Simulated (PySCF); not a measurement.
# Arsenic: highly charged ions in a basis for the neutral atom

As²¹⁺ [Ne] 3s2, As²²⁺ [Ne] 3s1. Computed with PySCF 2.14 in def2-TZVP (6s5p4d1f, 48 functions), with no relativity, point nucleus. No spin-orbit coupling, so a gap to NIST mixes the basis error with missing relativistic terms.

Changed run: basis of the neutral atom used for a highly charged ion. This setting is unsound on purpose.

```tsv
species	method	sound run (hartree)	changed run (hartree)	converged
As²¹⁺	UHF	not run	-1971.59925	yes
As²¹⁺	BP86	not run	-1972.25022	yes
As²¹⁺	B3LYP	not run	-1972.00804	yes
As²²⁺	UHF	not run	-1938.73437	yes
As²²⁺	BP86	not run	-1939.25572	yes
As²²⁺	B3LYP	not run	-1939.02304	yes
```

Ionisation energy of As²¹⁺:

```json
{"method": "UHF", "changed run (eV)": "894.30", "NIST (eV)": "911.7 ± 1.1"}
{"method": "BP86", "changed run (eV)": "897.83", "NIST (eV)": "911.7 ± 1.1"}
{"method": "B3LYP", "changed run (eV)": "897.57", "NIST (eV)": "911.7 ± 1.1"}
```

The contracted functions were made for the neutral atom and can be too rigid for a highly charged ion.
